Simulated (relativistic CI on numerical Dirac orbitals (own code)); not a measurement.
**Slater and spin-orbit integrals, Sm58+**

These numbers are calculated, not measured: Dirac-Coulomb-Breit CI, separate exchange-only KLI orbitals for each configuration, a model potential for QED, unscaled Slater integrals (own radial code, finite nucleus).

Slater integrals F^k, G^k are unscaled and averaged over j, outside the closed core 1s2; ζ comes from projecting the Hamiltonian with its Breit term on Σ l·s of the shell.

- 2s 2p: G^1(2s,2p) = 1.2524e+06, ζ(2p) = 3.613e+06 cm⁻¹; <r>(2s) = 0.09169, <r^2>(2s) = 0.009932, <r>(2p) = 0.07985, <r^2>(2p) = 0.007733 (bohr units).
- 2p2: F^2(2p,2p) = 1.1848e+06, ζ(2p) = 3.6014e+06 cm⁻¹; <r>(2p) = 0.07993, <r^2>(2p) = 0.007749 (bohr units).
- 2p 3s: ζ(2p) = 3.651e+06, G^1(2p,3s) = 129350 cm⁻¹; <r>(2p) = 0.07962, <r^2>(2p) = 0.007691, <r>(3s) = 0.2125, <r^2>(3s) = 0.05153 (bohr units).

Averages of the first 10 configurations, taken without configuration mixing, which lowers the lowest level and can move excited configurations by several eV; other configurations of the list can lie among them:

| Configuration | Parity | States | Average energy above the lowest level (eV) |
| --- | --- | --- | --- |
| 2s2 | even | 1 | 10.4 |
| 2s 2p | odd | 12 | 600.5 |
| 2p2 | even | 15 | 1242.2 |
| 2p 3s | odd | 12 | 7965.2 |
| 2p 3p | even | 36 | 8147.6 |
| 2s 3s | even | 4 | 7356.4 |
| 2s 3p | odd | 12 | 7543.3 |
| 2s 3d | even | 20 | 7674.0 |
| 2s 4s | even | 4 | 9873.7 |
| 2s 4p | odd | 12 | 9951.1 |
